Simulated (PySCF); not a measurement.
A calculated (PBE, PySCF 2.14, aug-cc-pVDZ-DK, the spin-free X2C one-electron Hamiltonian (Gaussian nucleus)) atom or ion has these occupied shells.

| shell | electrons | orbital energy (eV) | rms radius, mean of both spins (bohr) |
| --- | --- | --- | --- |
| 1s | 2 | -106.13 | 0.490 |
| 2s | 2 | -5.641 | 2.87 |

Name the element and its charge.

Be (beryllium, neutral), in [He] 2s2, closed-shell 1S.
